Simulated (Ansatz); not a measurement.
Born–Oppenheimer molecular dynamics of C2H7BO (11 atoms, charge 0, multiplicity 1). It goes on from the last frame of an earlier run, with new velocities.

The calculation used Ansatz 0.2.0, RKS PBE0-D4/6-31G*.

```
ensemble        : NVT, Langevin thermostat
time step       : 1 fs
steps asked     : 150
set temperature : 500 K
friction        : 0.02 /fs
seed            : 932490
```

First frame:

```xyz
11
Properties=species:S:1:pos:R:3
B 0.010 -0.062 -0.035
O 0.015 -0.174 1.350
H -0.906 -0.304 1.646
C 1.399 0.084 -0.764
H 1.542 -0.742 -1.442
H 1.379 0.953 -1.404
H 2.275 0.097 -0.113
C -1.387 -0.077 -0.758
H -1.917 -0.987 -0.428
H -2.099 0.701 -0.478
H -1.343 -0.118 -1.838
```

Q: How far do the bonds stretch over the last three quarters of this one trajectory? (Pairs bonded in most of those frames.)

A: 
```tsv
bond	mean (Å)	spread (Å)	shortest	longest
B1–O2	1.372	0.038	1.29	1.44
B1–C4	1.589	0.046	1.51	1.67
B1–C8	1.595	0.034	1.52	1.66
O2–H3	0.971	0.043	0.90	1.04
C4–H5	1.107	0.026	1.06	1.17
C4–H6	1.101	0.041	1.02	1.19
C4–H7	1.107	0.054	1.01	1.20
C8–H9	1.102	0.019	1.06	1.14
C8–H10	1.104	0.040	1.03	1.20
C8–H11	1.108	0.061	0.99	1.21
```

Mean temperature of the second half: 632 K. The mean temperature of the second half is 26 % above the set value. A run of 0.15 ps of so small a system gives no equilibrium averages.

Run time: 5.9 min on 1 thread of Arm Neoverse V2, with other jobs on the host, peak memory 0.12 GiB.
